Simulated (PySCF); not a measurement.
```xyz
5

C      1.9505    -0.0277     0.0066
N      0.7701    -0.0110     0.0025
C     -0.5584     0.0079    -0.0019
H     -1.0945    -0.9307    -0.0108
H     -1.0676     0.9615     0.0036
```

Charge 0, multiplicity 2.

Task: Give the Mulliken and meta-Löwdin atomic charges from PBE0-D4/def2-TZVP (PySCF).

Result: 
```tsv
atom	Mulliken (e)	meta-Löwdin (e)
C1	-0.23	-0.11
N2	0.07	-0.03
C3	-0.17	-0.17
H4	0.17	0.15
H5	0.17	0.15
```
